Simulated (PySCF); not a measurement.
Two-component Hartree-Fock for Ge³⁺ (germanium, charge +3)

Start: [Ar] 3d10 4s1; 4s1/2 filled at m_j = +1/2. Calculated with PySCF 2.14 in x2c-TZVPall-2c with one added diffuse shell each of s, p, d type (7s8p5d1f, 63 functions): generalised Hartree-Fock with the X2C-1e Hamiltonian and a Gaussian nucleus; one run each with spin-orbit coupling (SO) switched off, then screened by Boettger's factors. This is a chosen level, not necessarily the ground level.

| spinor shell | electrons | ε, spin-free (eV) | ε, screened SO (eV) | weight of nominal j (screened SO) | rms radius, screened SO (bohr) |
| --- | --- | --- | --- | --- | --- |
| 1s1/2 | 2 | -11213.9 | -11213.7 | 1.000 | 0.0542 |
| 2s1/2 | 2 | -1488.0 | -1487.9 | 1.000 | 0.227 |
| 2p1/2 | 2 | -1299.9 | -1321.7 | 1.000 | 0.201 |
| 2p3/2 | 4 | -1299.9 | -1289.3 | 1.000 | 0.204 |
| 3s1/2 | 2 | -235.24 | -235.23 | 1.000 | 0.668 |
| 3p1/2 | 2 | -175.55 | -178.66 | 0.999 | 0.693 |
| 3p3/2 | 4 | -175.55 | -174.05 | 1.000 | 0.703 |
| 3d3/2 | 4 | -77.353 | -77.741 | 0.986 | 0.800 |
| 3d5/2 | 6 | -77.353 | -77.094 | 0.991 | 0.803 |
| 4s1/2 | 1 | -44.732 | -44.732 | 1.000 | 2.01 |

| quantity | spin-free | screened SO |
| --- | --- | --- |
| E (hartree) | -2094.99536 | -2095.07248 |
| M_J | 1/2 | 1/2 |
| ⟨J²⟩ | 0.750 | 0.750 |
| ⟨L²⟩ | 0.000 | 0.002 |
| ⟨S²⟩ | 0.750 | 0.752 |

Each row is a mean over spinors that exchange with the open shell spreads, by up to 0.661 eV (3s1/2).

Without spin-orbit coupling the j labels of p, d and f shells carry no meaning; the spin-free column gives the mean over the occupied spinors of each nl shell.
